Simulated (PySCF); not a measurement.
# Steps of a relaxation of [Eu(NH)(H2O)]+

[Eu(NH)(H2O)]+ (singlet in the valence; each metal's 4f electrons, 6 of them, lie in its core potential, out of spins and levels). PySCF 2.14.0, RKS PBE, Eu lcecp-1-SVP with ECP52, N def2-SVP, H def2-SVP, O def2-SVP; non-relativistic Hamiltonian with scalar-relativistic core potentials where named; density fitting; no spin-orbit coupling. Origin of the start: displaced along the imaginary mode. Columns: position (Å) and force (eV/Å). Energies are counted from the last step; some of the 25 steps are shown. Forces carry noise of the integration grid, about 0.01 to 0.03 eV/Å.

Run from Python with OMP_NUM_THREADS=2. Where DIIS fails, smearing, a level shift and second-order steps follow.
It took 66 s on 2 threads of Arm Neoverse V1 (shared host), from the converged density of the start.

```xyz
6
step 0  E = 0.218 eV
Eu    0.0873    0.0015   -0.2554    -0.04    0.05   -0.01
N     1.4254   -0.0134    1.0908    -0.02   -0.04    0.03
H     2.1147   -0.0186    1.8560     0.02    0.00    0.00
O    -1.9399   -0.0077    1.1545    -0.47    0.12    1.19
H    -2.3670    0.8233    1.5427     0.50   -1.28   -0.38
H    -2.0073   -0.7176    1.8735     0.01    1.15   -0.83
```

```xyz
6
step 8  E = 0.053 eV
Eu    0.0751    0.2477   -0.2482    -0.01   -0.01   -0.06
N     1.3479   -0.0946    1.1169     0.12    0.05    0.05
H     2.0716   -0.2199    1.8411    -0.06   -0.07   -0.02
O    -1.8427    0.0073    1.1873     0.17   -0.07    0.22
H    -2.6571    0.5301    1.2987    -0.28    0.02   -0.05
H    -1.6817   -0.4031    2.0665     0.06    0.08   -0.13
```

```xyz
6
step 16  E = 0.003 eV
Eu    0.0851    0.3557   -0.2733     0.01    0.01    0.01
N     1.2929   -0.1010    1.1212    -0.05   -0.03   -0.03
H     1.9568   -0.3692    1.8609     0.04    0.02    0.02
O    -1.7843    0.0994    1.2001    -0.14    0.08   -0.05
H    -2.7548    0.2310    1.2562     0.13   -0.04   -0.04
H    -1.4826   -0.1484    2.0970     0.01   -0.03    0.09
```

Question: Where does the relaxation end?

Answer: It converges at step 24 in Cs:
```xyz
6
step 24  E = 0
Eu    0.0850    0.3584   -0.2510
N     1.3188   -0.1157    1.1134
H     2.0069   -0.3700    1.8366
O    -1.7915    0.1232    1.2199
H    -2.7663    0.2080    1.2128
H    -1.5397   -0.1364    2.1305
```

Question: How did the contacts change?

Answer: 
| contact | start (Å) | end (Å) |
| --- | --- | --- |
| Eu1–N2 (NH) | 1.898 | 1.900 |
| Eu1–O4 (H2O) | 2.469 | 2.396 |


An lcecp potential fixes the number of 4f electrons, so in runs with it no electron can move into or out of that shell.
